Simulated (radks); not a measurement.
The numbers below are computed, except where a source is named.
Be+, 3 electrons, occupied as [He] 2s1.

Code: a radial shooting solver on a logarithmic mesh with Libxc functionals. Model: non-relativistic Kohn-Sham, exchange-only LDA, spin-polarised, spherical densities, point nucleus; open shells are filled with parallel spins first.

Energy parts (hartree):
total: -13.94255
kinetic: 13.94255
electron-nucleus: -31.50845
Hartree: 5.76008
exchange: -2.13672

Orbitals (lengths in bohr, moments of r in powers of bohr; <r^-3> diverges for s and p1/2; r(max) is where P^2 peaks):
orbital	occ.	eigenvalue (hartree)	r(max)	<r^-3>	<r^4>
1s up	1	-4.20654	0.2686	-	0.1652
1s down	1	-4.18551	0.2689	-	0.1595
2s up	1	-0.50266	1.893	-	66.30
2p up	0	-0.36014	1.882	0.4841	92.94
2s down	0	-0.33160	1.903	-	106.5
2p down	0	-0.20535	1.890	0.4410	228.6
3s up	0	-0.12757	5.698	-	3271

The highest occupied level is 2s up at -13.678 eV. Spin moment in Bohr magnetons: 1. The density falls to 0.001 e/bohr^3 at r = 3.46 bohr. Virial ratio -V/T = 2.00000. The spin density at the nucleus is 0.9308 e/bohr^3 (1s -0.0095, 2s 0.9404), a Fermi contact field of 48.8 T. For comparison, the ionisation energy in NIST's Atomic Spectra Database is 18.211 eV (measured). In exact Kohn-Sham theory the highest level is minus the ionisation energy, but local and semilocal functionals leave it too shallow, through self-interaction and a potential that decays too fast; potentials with the right tail come closer. Summed over all electrons, <r^2> = 6.663 bohr^2, which gives a Langevin (diamagnetic) susceptibility term of -5.28 x 10^-6 cm^3/mol. The electron density at the nucleus is 34.41 e/bohr^3.
